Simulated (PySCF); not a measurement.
Isomers C$_{8}$H$_{7}$OP:

A. SMILES C#Cc1pc(C)oc1C=C
B. `C=CC=C=Pc1ccco1`
C. `Cc1ccccc1P=C=O`
D. `InChI=1S/C8H7OP/c9-10-6-8(10)7-4-2-1-3-5-7/h1-6,10H`

Spectrum 1. ¹³C{¹H} NMR (computed): δ 225.5 (C), 146.2 (C), 139.7 (CH), 135.7 (CH), 133.2 (CH), 132.1 (CH), 129.6 (C), 24.7 (CH3).

Spectrum 2. ¹³C{¹H} NMR (computed): δ 177.8 (C), 154.8 (CH), 137.6 (CH), 136.6 (CH), 134.6 (CH), 132.1 (C).

Spectrum 3. ¹³C{¹H} NMR (computed): δ 206.2 (C), 169.6 (C), 132.0 (CH), 130.5 (C), 121.3 (CH2), 97.3 (CH), 81.6 (C), 21.3 (CH3).

Spectrum 4. ¹³C{¹H} NMR (computed): δ 274.7 (C), 154.8 (C), 151.6 (CH), 141.8 (CH), 128.0 (CH), 126.0 (CH2), 125.7 (CH), 118.9 (CH).

How the numbers were obtained: coordinates at the GFN2-xTB level, NMR shieldings at PBE0/pcSseg-1/GIAO, in PySCF 2.14 (in vacuum, one computed conformer, equivalent nuclei averaged, relativity neglected).

Referencing at the same level of theory: TMS for ¹³C (186.93 ppm). Splittings of carbon signals by F and P are missing where no couplings were computed. Shifts are as computed. Against solution values, carbons near 30 ppm lie about +3 ppm off and those near 130 ppm about +5 ppm. Of 1211 compounds with measured shifts, 218 miss one by over three times the rms of a fit or turn the order of signals round; such compounds aren't used in these exercises.

Q: Match each spectrum to its structure.

A: 1–C, 2–D, 3–A, 4–B.

- Spectrum 1 (C): 8 ¹³C signals; δC 139.7 is an aromatic CH; δC 135.7 is an aromatic CH.
- Spectrum 2 (D): 6 ¹³C signals; δC 154.8 is an alkene CH; δC 137.6 is an aromatic CH.
- Spectrum 3 (A): 8 ¹³C signals; δC 132.0 is an alkene CH; δC 121.3 is a terminal =CH2 carbon.
- Spectrum 4 (B): 8 ¹³C signals; δC 141.8 is an alkene CH; δC 128.0 is an aromatic CH.
